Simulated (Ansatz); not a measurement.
Cost and result for the atomization energy of C8H4Ge (`C#[C][Ge]([C]#C)([C]#C)[C]#C`) (13 atoms, 12 bonds).

Cartesian coordinates in Å:
```
C -1.8984 1.0129 -2.2262
C -1.1608 0.6180 -1.3612
Ge -0.0015 0.0000 -0.0014
C -0.4663 -1.7719 0.4671
C -0.7591 -2.8999 0.7673
C -0.1601 1.1155 1.5170
C -0.2599 1.8253 2.4837
C 1.7822 0.0383 -0.6277
C 2.9182 0.0617 -1.0240
H -2.5518 1.3625 -2.9925
H -1.0187 -3.8991 1.0330
H -0.3483 2.4540 3.3400
H 3.9245 0.0826 -1.3752
```

The species carries charge 0 and has multiplicity 1. Correlated methods include outer-core shells of Ge, which these sets cover unevenly. Scalar relativity is left out up to krypton. Geometry: relaxed with PBE0-D4/def2-TZVP. Program: Ansatz. All runs use 2 threads of an AMD EPYC 7R13 on a shared host and a share of an NVIDIA H100 80 GB. Times are those of one run each, without the atoms' runs, and a repeat can differ threefold. Electronic energies, without spin–orbit coupling; frozen cores. CCSD(T)/CBS adds CCSD(T) − MP2 in def2-TZVPP to the MP2 limit, and its time is that of the two runs behind it. T1 = 0.013. With those shells the extrapolation isn't a true limit. B3LYP takes the VWN-RPA correlation (the form of Gaussian; ORCA's B3LYP/G). HSE06 is the plane-wave form, built on full-range PBE exchange.

CCSD(T)/CBS is a level of theory with its own doubt, some kJ/mol a heavy atom from the limit and from the frozen cores, so smaller differences don't rank the functionals.

```tsv
level	functions	wall time
LDA (SPW92)/def2-TZVPP	352	2.7 s
CAM-B3LYP-D4/def2-TZVPP	352	3.2 s
r2SCANh-D4/def2-TZVPP	352	3.5 s
r2SCAN-D4/def2-TZVPP (with forces)	352	3.7 s
PBE-D4/def2-TZVPP (with forces)	352	3.8 s
HSE06-D4/def2-TZVPP	352	4.9 s
B3LYP-D4/def2-TZVPP (with forces)	352	5.5 s
CCSD(T)/def2-SVP	164	7.5 s
ωB97X-V/def2-TZVPP	352	7.5 s
ωB97M-V/def2-TZVPP (with forces)	352	11 s
MP2/def2-QZVPP	665	15 s
CCSD(T)/def2-TZVPP	352	44 s
CCSD(T)/CBS(def2)	–	59 s
```

(1) What atomization energy does each give, and how far from CCSD(T)/CBS? (Best estimate.)

Results:

(1) Computed: 
| level | atomization (kcal/mol) | difference from CCSD(T)/CBS | per bond |
| --- | --- | --- | --- |
| LDA (SPW92)/def2-TZVPP | 1701.1 | 231.2 | 19.3 |
| CAM-B3LYP-D4/def2-TZVPP | 1466.7 | -3.2 | -0.3 |
| r2SCANh-D4/def2-TZVPP | 1458.3 | -11.6 | -1.0 |
| r2SCAN-D4/def2-TZVPP (with forces) | 1472.3 | 2.4 | 0.2 |
| PBE-D4/def2-TZVPP (with forces) | 1525.9 | 56.0 | 4.7 |
| HSE06-D4/def2-TZVPP | 1484.9 | 15.0 | 1.3 |
| B3LYP-D4/def2-TZVPP (with forces) | 1464.5 | -5.4 | -0.4 |
| CCSD(T)/def2-SVP | 1403.5 | -66.4 | -5.5 |
| ωB97X-V/def2-TZVPP | 1463.2 | -6.7 | -0.6 |
| ωB97M-V/def2-TZVPP (with forces) | 1469.8 | -0.1 | 0.0 |
| MP2/def2-QZVPP | 1514.5 | 44.6 | 3.7 |
| CCSD(T)/def2-TZVPP | 1435.5 | -34.4 | -2.9 |
| CCSD(T)/CBS(def2) | 1469.9 | 0.0 | 0.0 |

At CCSD(T), def2-SVP lies −66.4 kcal/mol from the extrapolated value and def2-TZVPP −34.4 kcal/mol: correlation converges slowly with the basis, and small sets miss more of it in the bonded molecule than in its fragments. From r2SCAN to r2SCAN0 (25 % exact exchange), in def2-TZVPP and without D4, the atomization energy moves by −34.6 kcal/mol: exact exchange takes away binding that semilocal exchange gives to molecules. In def2-TZVPP, CCSD(T) changes the Hartree–Fock value by +391.2 kcal/mol (the triples alone add +36.3 kcal/mol) and MP2 by +450.2 kcal/mol; breaking electron pairs costs correlation energy, which Hartree–Fock lacks.
